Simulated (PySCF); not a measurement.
Species: C₇H₆NP.
SMILES with atom numbers: `[CH3:1][c:2]1[cH:3][cH:4][p:5][cH:6][c:7]1[C:8]#[N:9]`

Structure used (GFN2-xTB), in Å, numbered top down from 1:
```
atom  x, y, z in Å
C1    -1.2904   -1.4170   -0.0038
C2    -0.1403   -0.4594    0.0094
C3     1.1662   -0.9243    0.0778
C4     2.2847   -0.1176    0.0939
P5     2.2912    1.6172    0.0333
C6     0.5857    1.9017   -0.0441
C7    -0.3956    0.9185   -0.0488
C8    -1.7396    1.3638   -0.1181
N9    -2.8172    1.7512   -0.1756
H10   -0.9419   -2.4455    0.0474
H11   -1.9531   -1.2290    0.8409
H12   -1.8806   -1.2916   -0.9116
H13    1.3132   -1.9968    0.1209
H14    3.2544   -0.5970    0.1496
H15    0.2590    2.9339   -0.0931
```

NICS = −σ at a ghost point: NICS(0) at the centroid of the ring atoms, NICS(1) 1 Å to either side along the normal of their mean plane, zz for the tensor component along that normal. Level: GIAO PBE0/pcSseg-1 (PySCF, non-relativistic, gas phase) on the GFN2-xTB geometry, one conformer.

Ring bond lengths (Å), with Mayer bond orders in brackets: C2–C3 1.388 (1.45), C3–C4 1.379 (1.47), C4–P5 1.736 (1.29), P5–C6 1.731 (1.33), C6–C7 1.389 (1.43), C7–C2 1.403 (1.28).

Question: What do the NICS probes read (ppm)?

Answer: 
```json
{"ring": "C2–C3–C4–P5–C6–C7", "type": "6-membered ring with P; formal bonds all aromatic", "NICS(0)": "-7.7", "NICS(1), two faces": "-10.6 / -10.6", "NICS(1)zz, two faces": "-25.7 / -25.7", "rms pucker (Å)": "0.00", "centre to ring atoms, mean (Å)": "1.50"}
```

Question: What do they say, and how far can they be read as aromaticity?

Answer: 
- C2–C3–C4–P5–C6–C7: mean NICS(1)zz -25.7 ppm, shielded.

Question: How equal are the bonds by HOMA? HOMA = 1 − mean of α(R − Ropt)² over the ring bonds, with Krygowski's 1993 parameters (CC: Ropt 1.388 Å, α 257.7 Å⁻²; CP: Ropt 1.698 Å, α 118.91 Å⁻²).

Answer: 
- C2–C3–C4–P5–C6–C7: HOMA 0.94; the largest term is that of C4–P5, α(R − Ropt)² = 0.17.

Question: At the first NICS(1) probe listed for ring C2–C3–C4–P5–C6–C7, 1 Å off the ring, how large is the induced field along the normal in 1 T applied along it?

Answer: NICSzz × B0 = -25.7 ppm × 1 T = -26 μT, against the applied field.

Question: How shielded are the nuclei of the rings and their hydrogens (means over atoms taken as equivalent)?

Answer: 
```tsv
atoms	environment	σ isotropic (ppm)
C2	substituted aromatic carbon	37.2
C3	aromatic CH carbon	46.6
C4	aromatic CH carbon	17.7
P5	phosphorus bonded to 2 C	102.9
C6	aromatic CH carbon	14.8
C7	substituted aromatic carbon	63.8
H13	aromatic hydrogen	23.53
H14	aromatic hydrogen	22.39
H15	aromatic hydrogen	22.10
```
